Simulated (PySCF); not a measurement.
BClH3N, SMILES NBCl. Coordinates come from a PBE0-D3(BJ)/def2-TZVP optimisation. One conformer was computed; it need not be the lowest.

TDA-CAM-B3LYP/def2-SVPD run with PySCF 2.14.0 puts the lowest singlet excitations at 7.21, 7.59, 7.83, 8.28, 8.73, 8.79 eV.

Question: What are the lowest excitation roots from ADC(2)/aug-cc-pVDZ run with PySCF? (The exact figures need the calculation; the answer reports its results.)

Answer: 7.10, 7.60, 7.61, 8.05, 8.19, 8.36 eV. S1 differs by -0.11 eV (second minus first; roots are paired by order, and the bases may differ).
